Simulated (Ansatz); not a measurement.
A structure relaxed at PBE0-D4/def2-TZVP in Ansatz, charge 0, singlet:

```
atom   x (Å)   y (Å)   z (Å)
 Hf1   0.284  -0.682   1.206
  S2  -0.888  -0.346  -0.816
  S3   0.605   1.028  -0.390
```

Give its formula and point group.

HfS₂. Point group C2v (tolerance 0.1 Å).

Summarise the bond lengths by kind (pairs closer than 1.2 times the sum of covalent radii, bridged metal pairs left out).

2 × Hf–S 2.36 Å; 1 × S–S 2.07 Å. The metal has 2 neighbours: S 2.36 Å, S 2.36 Å.

In the def2 sets Hf takes a core potential; there is no spin–orbit coupling. The restricted singlet is unstable towards broken spin symmetry in Hartree–Fock (as tested in another run); at PBE0-D4/def2-TZVP this wasn't settled. Another isomer (singlet) lies 1.38 eV lower at PBE0-D4/def2-TZVP; other spin states weren't run for this one.
